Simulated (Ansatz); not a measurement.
phosphoric acid (H3O4P), singlet, at a GFN2-xTB geometry; Ansatz (a program for electronic structure) with CCSD(T)/STO-3G.

Input for Ansatz:
Ansatz 0.2 input:
```yaml
crystal:
  periodic: [false, false, false]
  atoms:
    - {symbol: O, position_ang: [0.49639997, 0.07749188, 1.46274063]}
    - {symbol: P, position_ang: [0.07763513, -0.00187854, -0.06678288]}
    - {symbol: O, position_ang: [1.18776102, -0.02874031, -1.02172942]}
    - {symbol: O, position_ang: [-0.88586825, -1.26330432, -0.10643158]}
    - {symbol: O, position_ang: [-0.92691551, 1.21766505, -0.22393643]}
    - {symbol: H, position_ang: [1.27103163, 0.62878945, 1.55130795]}
    - {symbol: H, position_ang: [-0.37287092, -2.04878771, -0.28441190]}
    - {symbol: H, position_ang: [-1.03370548, 1.42327804, -1.15029845]}
basis:
  gaussian:
    orbitals: STO-3G
magnetization: {spin_polarized: false}
correlation: {method: ccsd_t}
```

**Question.** What does Ansatz print? Leave out banner, timings and long lists.

**Answer.** 
```
Functional definition: HF
426 factors; integrals over basis functions are off by at most 2.8e-5 eV
mean field evaluation 1: about -17243.0118 eV, gradient 4.0e1 eV
mean field evaluation 2: about -17243.1385 eV, gradient 4.0e1 eV
mean field evaluation 4: about -17248.9388 eV, gradient 3.6e0 eV
mean field evaluation 8: about -17248.9881 eV, gradient 5.1e-2 eV
mean field evaluation 16: about -17248.7877 eV, gradient 9.4e-1 eV
mean field -17248.98809425 eV, -633.8886206796 hartree, gradient 2.2e-6 eV, S^2 0.000000; 0 other end points of the search recorded, 0 dependent functions left out
9 core orbitals not correlated
reference -17248.98809425 eV, -633.8886206796 hartree; 16, 16 occupied and 7, 7 virtual orbitals, 426 factors
second order -4.86592960 eV of doubles, -0.00000000 eV of singles
cycle   1  -5.32594158 eV  change   -4.6e-1 eV  update   1.1e-1
cycle   2  -5.67411353 eV  change   -3.5e-1 eV  update   3.3e-2
cycle   3  -5.77760257 eV  change   -1.0e-1 eV  update   1.9e-2
cycle   4  -5.78242168 eV  change   -4.8e-3 eV  update   4.1e-3
cycle   5  -5.78097692 eV  change    1.4e-3 eV  update   1.4e-3
cycle   6  -5.78061818 eV  change    3.6e-4 eV  update   3.7e-4
cycle   7  -5.78053568 eV  change    8.2e-5 eV  update   9.2e-5
cycle   8  -5.78053782 eV  change   -2.1e-6 eV  update   3.6e-5
perturbative correction -0.26235672 eV, -0.0096414318 hartree
Total energy: -17255.03098880 eV, -634.1106929582 hartree
```
